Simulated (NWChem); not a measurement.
System: C$_{2}$H$_{6}$OTe; SMILES CO[Te]C

```xyz
10

Te     0.3518    -0.4807    -0.0262
C     -1.7668    -0.9542     0.0565
H     -1.8587    -2.0558    -0.0150
H     -2.3137    -0.4763    -0.7760
H     -2.1520    -0.6121     1.0346
O      0.1443     1.4433     0.6121
C     -0.2434     2.3837    -0.3723
H     -1.2628     2.1940    -0.7864
H     -0.2627     3.3747     0.1322
H      0.4654     2.4465    -1.2309
```
Atoms are numbered in this order, from 1.

Computed with NWChem. Medium grid unless said otherwise, to which SCAN and Minnesota functionals are sensitive. Coordinates come from a PBE-D3(BJ)/def2-SVP optimisation. Not confirmed as a minimum by frequencies. def2 effective core potentials on Te; no spin-orbit coupling. Hybrids' shares of exact exchange are those that their runs print; pure functionals count as 0. The functionals differ in more than this share.

```csv
row,share of exact exchange,orbital gap (eV)
PBE/def2-SVP,0.00,2.47
BLYP/def2-SVP,0.00,2.44
TPSSh/def2-SVP,0.10,3.45
B3LYP/def2-SVP,0.20,withheld
MPW1K/def2-SVP,0.43,5.92
M05-2X/def2-SVP,0.56,6.88
```

Question: Fit a straight line of the last column on the one before it, predict the withheld value, and compare with the run.

Answer: 
1. Means of the 5 shown rows: x = 0.218, y = 4.232. Slope Σ(x − x̄)(y − ȳ)/Σ(x − x̄)² = 2.131/0.2709 = 7.865; intercept 2.517.
2. The shown rows scatter about the line by 0.080 (root mean square); the largest residual is +0.15, at TPSSh/def2-SVP.
3. At x = 0.20 (B3LYP/def2-SVP; inside the shown range) the line gives 4.09.
4. The run gives 4.04, -0.05 from the line, 0.6 times the scatter.
